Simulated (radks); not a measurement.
Results of a calculation; reference values are marked as such.
Neutral barium inside a hard spherical wall (all orbitals vanish at R), configuration held at [Xe] 6s2 and not refilled when levels cross. Code: a radial shooting solver on a logarithmic mesh with Libxc functionals. Model: scalar-relativistic Kohn-Sham, PBE, spin-polarised, spherical densities, finite nucleus; Fermi nuclear charge, rms radius 4.8378 fm. Eigenvalues in eV for spin up, with the zero of energy where the potential of the charges vanishes at infinity; a dash marks a level that is unbound or too diffuse for the functional's potential to be trusted. A positive occupied level is held by the wall or, in an anion where self-interaction has pushed it up, behind a barrier. The pressure on the wall is -dE/dV.

R (bohr)  E (hartree)  kinetic (hartree)    e(4d)    e(5s)    e(5p)   e(6s)  e(5d, empty)  e(6p, empty)  pressure (GPa)
free       -8135.2310           8587.390  -89.683  -33.672  -18.737  -3.230        -2.019        -1.243               0
20         -8135.2310           8587.390  -89.683  -33.672  -18.737  -3.230        -2.019        -1.242        < 0.0001
15         -8135.2309           8587.391  -89.675  -33.663  -18.729  -3.224        -2.012        -1.217        0.000680
7          -8135.1509           8587.786  -87.772  -31.855  -16.989  -1.233        -0.362         2.145            3.23
5          -8134.7519           8589.309  -84.037  -28.611  -13.939   5.523         3.493        11.857            44.3
3          -8129.8023           8606.847  -62.480  -11.467    4.727  61.783        29.951        78.828            2130
2.5        -8123.1040           8628.065  -46.061    5.328   24.625  120.01        57.030        142.92            7800
2          -8104.4099           8683.981  -15.879   48.387   75.127  253.20        120.84        284.72           36800
1.5        -8038.4196           8870.587   57.433   196.26   239.31  620.88        304.53        663.50          260000
